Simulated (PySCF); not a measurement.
Compound: C4H5OSi (charge -1).
SMILES with atom numbers: `[O-:1][C:2]1=[CH:3][CH:4]=[CH:5][SiH2:6]1` (hydrogens: H7 on C3; H8 on C4; H9 on C5; H10, H11 on Si6)

Computed, not measured: PySCF 2.14.0, PBE0-D3(BJ)/def2-TZVP geometry optimisation, gas phase.

(1) Give the optimised bond lengths and angles.

Answers

(1) 
```json
{"bond": "O1–C2", "length (Å)": "1.244"}
{"bond": "C2=C3", "length (Å)": "1.408"}
{"bond": "C3–C4", "length (Å)": "1.427"}
{"bond": "C4=C5", "length (Å)": "1.375"}
{"bond": "C5–Si6", "length (Å)": "1.833"}
{"bond": "C2–Si6", "length (Å)": "1.957"}
{"bond": "C3–H7", "length (Å)": "1.087"}
{"bond": "C4–H8", "length (Å)": "1.094"}
{"bond": "C5–H9", "length (Å)": "1.082"}
{"bond": "Si6–H10, Si6–H11", "length (Å)": "1.505"}
```

Bonds in one row agree within 0.01 Å and their mean is given. A selection of angles:
```json
{"angle": "O1–C2–C3", "degrees": "129.9"}
{"angle": "O1–C2–Si6", "degrees": "127.5"}
{"angle": "C3–C2–Si6", "degrees": "102.6"}
{"angle": "C2–C3–C4", "degrees": "116.2"}
{"angle": "C2–C3–H7", "degrees": "122.0"}
{"angle": "C4–C3–H7", "degrees": "121.8"}
{"angle": "C3–C4–C5", "degrees": "122.5"}
{"angle": "C3–C4–H8", "degrees": "117.5"}
{"angle": "C5–C4–H8", "degrees": "120.0"}
{"angle": "C4–C5–Si6", "degrees": "104.0"}
{"angle": "C4–C5–H9", "degrees": "122.0"}
{"angle": "Si6–C5–H9", "degrees": "134.0"}
{"angle": "C5–Si6–H10", "degrees": "115.9"}
{"angle": "C2–Si6–C5", "degrees": "94.7"}
{"angle": "C2–Si6–H10", "degrees": "113.0"}
{"angle": "H10–Si6–H11", "degrees": "103.8"}
```

Torsions: O1–C2–C3–C4 180° (antiperiplanar); C2–C3–C4–C5 0° (synperiplanar); C3–C4–C5–Si6 0° (synperiplanar); C4–C5–Si6–C2 0° (synperiplanar); O1–C2–Si6–C5 180° (antiperiplanar).

Si6 (SiH2 silicon) has angles from 94.7° to 116.0°. The C–C distances run from 1.375 Å (C4=C5, drawn double) to 1.427 Å (C3–C4, drawn single), a spread of 0.052 Å. The 5-membered ring C2–C3–C4–C5–Si6 has internal angles of 94.7° to 122.5° (sum 540°, against 540° for a flat polygon); it is planar, 0.00 Å rms from its mean plane, widest ring torsion 0°. C2 (vinylic carbon bearing oxygen) is planar (angles 129.9°, 127.5° and 102.6°, sum 360.0°, 0.00 Å off the plane of its three neighbours). The 2 C–Si bonds span 1.833 Å (C5–Si6, drawn single) to 1.957 Å (C2–Si6, drawn single), a spread of 0.124 Å. C3 (carbon bonded to 2 C and H) is planar (angles 122.0°, 121.8° and 116.2°, sum 360.0°, 0.00 Å off the plane of its three neighbours). C5 (alkene CH carbon) is planar (angles 134.0°, 122.0° and 104.0°, sum 360.0°, 0.00 Å off the plane of its three neighbours).

Point group: Cs (every atom within 0.08 Å of its image). Stationary, but not proved a minimum. Isolated species at its PBE0-D3(BJ)/def2-TZVP geometry, gas phase.
